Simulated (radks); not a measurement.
The numbers below are computed, except where a source is named.
All-electron atom: Ru in [Kr] 4d8 (not the ground configuration).

Code: a radial shooting solver on a logarithmic mesh with Libxc functionals. Model: scalar-relativistic Kohn-Sham, r2SCAN, spin-polarised, spherical densities, finite nucleus; open shells are filled with parallel spins first (spin-orbit coupling, left out, can overturn this in heavy ions); meta-GGA in the generalised Kohn-Sham scheme; Fermi nuclear charge, rms radius 4.4809 fm.

Energy parts (eV):
total: -123304.182
kinetic: 127508.678
electron-nucleus: -297565.949
Hartree: 50400.124
exchange-correlation: -3647.035

Orbitals (lengths in bohr, moments of r in powers of bohr; <r^-3> diverges for s and p1/2; r(90%) holds 90 % of the orbital's charge):
orbital  occ.  eigenvalue (eV)  r(90%)      <r^4>  <r^-3>
1s down     1        -21980.17  0.0599  5.921e-06       -
1s up       1        -21980.16  0.0599  5.921e-06       -
2s up       1        -3170.657   0.225   0.001076       -
2s down     1        -3170.286   0.225   0.001076       -
2p up       3        -2836.639   0.207  0.0007726    3001
2p down     3        -2836.370   0.207  0.0007724    3001
3s up       1        -561.3357   0.592    0.05261       -
3s down     1        -561.2409   0.592    0.05260       -
3p up       3        -450.5963   0.606    0.05747   516.6
3p down     3        -450.4637   0.606    0.05743   516.2
3d up       5        -272.9482   0.611    0.05970   69.27
3d down     5        -272.6680   0.611    0.05959   69.23
4s up       1         -76.2462    1.50      2.175       -
4s down     1         -74.7118    1.49      2.151       -
4p up       3         -45.7238    1.69      3.567   75.80
4p down     3         -44.0528    1.69      3.541   76.67
4d up       5          -3.7758    2.94      39.44   4.957
4d down     3          -2.2085    3.24      66.08   4.692

The highest occupied level is 4d down at -2.209 eV. The electron density at the nucleus is 1.124e+05 e/bohr^3 (large components only). Summed over all electrons, <r^2> = 48.62 bohr^2, which gives a Langevin (diamagnetic) susceptibility term of -38.5 x 10^-6 cm^3/mol. Spin moment in Bohr magnetons: 2.
